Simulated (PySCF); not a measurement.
## `CC(=O)[C@@H](F)/C=C/Cl`, C5H6ClFO

Geometry (Å), atoms numbered from 1 in this order:
```xyz
14

C    -1.755    0.546   -0.794
C    -0.915    0.879    0.397
O    -0.845    1.960    0.914
C    -0.069   -0.293    0.930
F    -0.571   -1.495    0.488
C     1.345   -0.091    0.474
C     1.945   -0.900   -0.385
Cl    3.554   -0.650   -0.919
H    -2.259    1.437   -1.158
H    -1.126    0.118   -1.572
H    -2.488   -0.209   -0.516
H    -0.119   -0.308    2.027
H     1.828    0.785    0.878
H     1.476   -1.781   -0.795
```

The calculation used PySCF 2.14.0, GIAO BHandHLYP/pcSseg-1 magnetisability, rotational g tensor and spin-rotation constants, non-relativistic, gas phase. Geometry: GFN2-xTB.

(1) Give the nuclear spin-rotation constants along the inertial axes (H = +C I·J) beside the isotropic shieldings.

(2) How do the rotational constants and the g tensor change when H9, H10, H11, H12, H13, H14 are replaced by deuterium?

## Answers

(1) Rotational constants 3.1505, 0.7993, 0.7355 GHz. A star marks the isotopologue with that one atom substituted, in its own axes.
```csv
atom,isotope,Caa (kHz),Cbb (kHz),Ccc (kHz),mean (kHz),σ (ppm)
F5,19F,1.188,0.322,0.216,0.576,409.3
Cl8,35Cl,0.445,0.218,0.190,0.284,768.3
H9,1H,-0.198,-0.050,-0.051,-0.099,29.9
H10,1H,-0.079,-0.092,-0.036,-0.069,29.4
H11,1H,-0.254,-0.006,-0.074,-0.111,29.4
H12,1H,-0.265,-0.098,0.048,-0.105,26.6
H13,1H,-0.306,0.042,-0.062,-0.109,25.9
H14,1H,-0.320,0.043,-0.054,-0.110,25.3
C1,13C*,0.501,0.134,0.097,0.244,160.9
C2,13C*,1.189,0.354,0.359,0.634,-26.5
O3,17O*,-1.080,-0.684,-0.423,-0.729,-327.7
C4,13C*,0.893,0.187,0.195,0.425,89.1
C6,13C*,1.156,0.309,0.163,0.542,48.9
C7,13C*,1.191,0.303,0.149,0.548,51.0
```
For the geometry as given, no vibrational averaging.

(2) Constants 2.8280, 0.7560, 0.7067 GHz; g -0.0310, -0.0118, -0.0102, against -0.0343, -0.0123, -0.0107 before.
